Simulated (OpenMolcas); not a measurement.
Re3+ among 4 point charges of -1.5 e arranged as a tetrahedron (Td).

```yaml
Program: OpenMolcas
Method: "SS-CASPT2, IPEA 0.25 Eh, imaginary shift 0.1 Eh (closed shells correlated: 4f 5s 5p)"
Basis: ANO-RCC-VDZP [7s6p4d2f1g]
Scalar_Hamiltonian: DKH2, point nucleus
Active_space: 4 electrons in 5 orbitals (5d)
State_averaging: 2S+1 = 5 even, 5 roots; 2S+1 = 3 even, 45 roots; 2S+1 = 1 even, 50 roots
Spin-orbit_coupling: state interaction with AMFI integrals over the reference wave functions
```

All point charges move together. At R = 2.16 Å the first state of the same spin is 3210 cm-1, and at R = 2.36 Å it is 2350 cm-1.

Problem. A third run gives 4020 cm-1. What distance was it run at?

Solution. With a power law R^-n the two known points give n = -ln(2350 / 3210) / ln(2.36 / 2.16) = 3.52. Then R = 2.16 × (3210 / 4020)^(1/3.52) = 2.026 Å. The run was at 2.02 Å, so the estimate is off by +0.006 Å.

Roots that are degenerate in the reference are averaged as groups; the widest CASPT2 spread within a group is 360 cm-1 (the 3-fold group of multiplicity 1 near 25900 cm-1 above the lowest state of its run, R = 2.16). Shifts and gaps below about the spread of the groups concerned are not significant. Point charges give a weaker field than real ligands, and real ions of this kind are as a rule low spin; the high spin found here belongs to the model. The ground term spreads over less than 5000 cm-1, several times less than with real ligands, so orbital moments are less quenched and χT lies further from the spin-only value than at real sites. Free-ion shares, where given, are those of the reference states; single-state CASPT2 does not remix them. Spin-orbit coupling mixes the spin-free states strongly: the lowest level takes only 53 % from its leading state, 5T2 (figures for R = 2.02; the like holds for R = 2.16, R = 2.36). This is an electrostatic model: the charges have no orbitals. No measured value stands beside these numbers.
